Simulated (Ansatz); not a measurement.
Species, as SMILES: [BH] (BH) (closed-shell singlet).
Atoms: B1, H2. Bonds: B1-H2.

Basis-set convergence of the optimised B1-H2 bond length at HF with Ansatz (an electronic-structure program). All functions are spherical. The program fits the integrals of some runs and decomposes those of others, by size. A restricted Hartree-Fock determinant is unstable towards unrestricted orbitals. No added dispersion term, no relativity. Reference: the value in aug-cc-pV5Z, 1.2199 Å, itself unsure by roughly 0.0002 Å (its mean distance from pcseg-4, aug-pcseg-3, aug-cc-pVQZ). Deviations are taken from unrounded values.

```json
[
 {"basis": "def2-SV(P)", "functions": "16"},
 {"basis": "def2-SVP", "functions": "19"},
 {"basis": "aug-cc-pVDZ", "functions": "32"},
 {"basis": "aug-pcseg-1", "functions": "32"},
 {"basis": "def2-TZVP", "functions": "37"},
 {"basis": "def2-TZVPP", "functions": "45"},
 {"basis": "jun-cc-pV(T+d)Z", "functions": "53"},
 {"basis": "aug-cc-pVTZ", "functions": "69"},
 {"basis": "aug-pcseg-2", "functions": "69"},
 {"basis": "def2-QZVPP", "functions": "87"},
 {"basis": "aug-cc-pVQZ", "functions": "126"},
 {"basis": "aug-pcseg-3", "functions": "134"},
 {"basis": "aug-cc-pV5Z", "functions": "207"}
]
```

Which is the smallest set listed that can be trusted to 0.003 Å here, that is, within that of the reference together with its larger relatives (same family, alike in diffuse functions; a set with none to test it counts only in the reference's own line)?

The smallest set listed that lies within 0.003 Å of the reference with all its larger relatives (same family, alike in diffuse functions; a set with none counts only in the reference's own line) is aug-pcseg-1 (32 functions, 0.0021 Å off). Value minus reference: def2-SV(P) 0.0130, def2-SVP 0.0072, aug-cc-pVDZ 0.0129, aug-pcseg-1 0.0021, def2-TZVP 0.0014, def2-TZVPP 0.0009, jun-cc-pV(T+d)Z 0.0015, aug-cc-pVTZ 0.0014, aug-pcseg-2 0.0005, def2-QZVPP 0.0002, aug-cc-pVQZ 0.0002, aug-pcseg-3 -0.0003, aug-cc-pV5Z 0.0000 Å.
